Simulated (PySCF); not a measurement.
Several species in one continuum solvent.

Computed with PySCF at CAM-B3LYP/def2-SVPD, non-relativistic, each on one gas-phase PBE0-D3(BJ)/def2-SVP geometry that isn't relaxed in the solvent. The solvent is an IEF-PCM continuum (Bondi radii, 1.10 Å for H, scaled by 1.2). Specific hydrogen bonds and non-electrostatic terms are outside this model.

**Question.** Order them by E(solvent) − E(gas) in benzene (ε = 2.271), most negative first (kcal/mol).
A. `[CH3:1][CH2:2][C@H:3]([F:4])[SiH2:5][O:6][SiH3:7]` with C1–C2–C3–F4 -56°, C2–C3–Si5–O6 66°, C3–Si5–O6–Si7 45°
B. `[CH3:1][C:2]1=[CH:3][CH2:4][P@:5]([CH3:6])(=[S:7])[CH2:8]1` with C2–C3–C4–P5 -16°, C3–C4–P5–C6 -84°, C4–P5–C8–C2 -21°, C1–C2–C8–P5 -165°
C. `[CH3:1][CH:2]([CH3:3])[SiH2:4][O:5][SiH2:6][F:7]` with C1–C2–Si4–O5 179°, C2–Si4–O5–Si6 6°, Si4–O5–Si6–F7 1°
D. `[CH3:1][Si:2]([CH3:3])([CH2:4][F:5])[O:6][SiH3:7]` with C1–Si2–C4–F5 -171°, C1–Si2–O6–Si7 159°

**Answer.** B (-4.3), D (-1.6), A (-1.2), C (-0.8).

```
                 SMILES  charge  ΔE (kcal/mol)  polarisation term (kcal/mol)  HOMO shift (eV)  dipole gas (D)  dipole solvent (D)  atoms  lowest singlet, gas (eV)  lowest singlet, solvent (eV)
    CC1=CC[P@](C)(=S)C1       0           -4.3                          -4.8            -0.19            5.31                6.26     19                      5.87                          6.11
    C[Si](C)(CF)O[SiH3]       0           -1.6                          -1.7            +0.07            2.29                2.57     18                      7.36                          7.33
CC[C@H](F)[SiH2]O[SiH3]       0           -1.2                          -1.2            +0.07            1.67                1.91     18                      7.06                          7.05
    CC(C)[SiH2]O[SiH2]F       0           -0.8                          -0.9            +0.10            0.79                0.87     18                      7.41                          7.38
```

The polarisation term is half the interaction of the solute with the induced surface charges. Singlets are vertical TDDFT energies (frozen core, non-equilibrium response), the lowest in each medium.
